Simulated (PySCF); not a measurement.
**Cs2Se: breathing scan**

Level of theory: PBE0 in PySCF with Se def2-TZVP, Cs def2-TZVP with ECP46; scalar-relativistic core potentials, no spin–orbit coupling; density-fitted integrals.

Rigid scan from the singlet minimum (Se–Cs 3.089 Å (×2); Cs–Se–Cs 180.0°). Coordinate: all bonds to the central atom scaled together. Energies in kJ/mol from the minimum.

Question: Predict the curve at 0.88, 0.92, 0.96, 1.00, 1.04, 1.08, 1.14, 1.22, 1.35.

Answer: 
```csv
scale of all bonds to the centre,E (kJ/mol)
0.88,88.9
0.92,34.0
0.96,7.2
1.00,0.0
1.04,6.1
1.08,20.9
1.14,53.0
1.22,104.0
1.35,188.2
```

At long bonds a restricted determinant can lie too high, and another spin state can fall below this curve.
